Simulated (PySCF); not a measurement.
Frontier orbitals and the lowest excitations

C₂H₆F₃PSi₂.
Numbering: `[CH2:1]=[CH:2][Si@H:3]([PH2:4])[Si:5]([F:6])([F:7])[F:8]` (hydrogens: H9, H10 on C1; H11 on C2; H12 on Si3; H13, H14 on P4)

Structure used (GFN2-xTB), in Å, numbered top down from 1:
```xyz
14
C2H6F3PSi2 angstrom
C     -0.6071    2.2400   -0.1428
C      0.3876    1.6109    0.4663
Si     0.5443   -0.2566    0.6887
P      2.4945   -0.8490   -0.2770
Si    -1.3143   -1.3353   -0.1041
F     -1.9259   -0.8445   -1.4909
F     -2.5967   -1.3434    0.8361
F     -1.0960   -2.8868   -0.3891
H     -1.4502    1.7133   -0.5612
H     -0.6277    3.3133   -0.2541
H      1.2065    2.2009    0.8604
H      0.7039   -0.5608    2.1251
H      2.2608   -2.2147   -0.1991
H      2.0195   -0.7879   -1.5805
```

Computed with PySCF 2.14.0, density-fitted response routines, TDDFT wB97X-D/def2-SVPD, vertical, gas phase, core orbitals frozen in the response.

Kohn–Sham orbitals with the atoms that hold most of them (Löwdin shares over 4%, at most four atoms; ? is withheld):

| orbital | ε (eV) | atoms |
| --- | --- | --- |
| LUMO+2 | 1.03 | Si3 23%, Si5 17%, C2 14%, P4 12% |
| LUMO+1 | 0.91 | Si3 24%, Si5 16%, C2 13%, C1 12% |
| LUMO | 0.52 | ? |
| HOMO | ? | P4 56%, Si3 15%, H14 6%, H13 5% |
| HOMO-1 | -10.43 | ? |
| HOMO-2 | -11.26 | C2 30%, Si3 20%, C1 14%, H11 7% |
| HOMO-3 | -12.06 | Si3 27%, H12 20%, P4 16%, C2 10% |

Question: Give the leading atoms of the LUMO.

Answer: Si3 (bonded to C, P, Si and H) 21%; P4 (bonded to Si and 2 H) 19%; C1 (bonded to C and 2 H) 18%; C2 (bonded to C, Si and H) 12%. By element: carbon 30%, silicon 21% or more, phosphorus 19%.

Question: Which atoms hold the HOMO-1, and with what shares?

Answer: C2 (bonded to C, Si and H) 31%; C1 (bonded to C and 2 H) 29%; P4 (bonded to Si and 2 H) 13%; Si3 (bonded to C, P, Si and H) 8%. By element: carbon 60%, phosphorus 13%, silicon 8% or more.

Question: What is the HOMO energy, and the HOMO–LUMO gap?

Answer: ε(HOMO) = -9.73 eV; the gap is 10.25 eV (0.3767 hartree).

Question: How does S1 compare with the orbital gap of 10.25 eV?

Answer: S1 is at 6.34 eV (f = 0.291), 3.91 eV below the gap, made of HOMO→LUMO (85%). 

Question: Give energy, strength and leading configuration of S1, S2 and S4, and follow the Löwdin shares of the leading atoms from the occupied to the empty orbital.

Answer: 
- S1 (6.34 eV, f 0.291), HOMO→LUMO (85%): P4 56% → 19%, Si3 15% → 21%
- S2 (6.39 eV, f 0.019), HOMO→LUMO+1 (80%): P4 56% → at most 13%, Si3 15% → 24%, Si5 at most 6% → 16%
- S4 (6.80 eV, f 0.056), HOMO-1→LUMO (71%): C2 31% → 12%, C1 29% → 18%, Si3 8% → 21%, P4 13% → 19%

Löwdin shares depend on the basis, the more so with diffuse functions.

One conformer stands for the species.
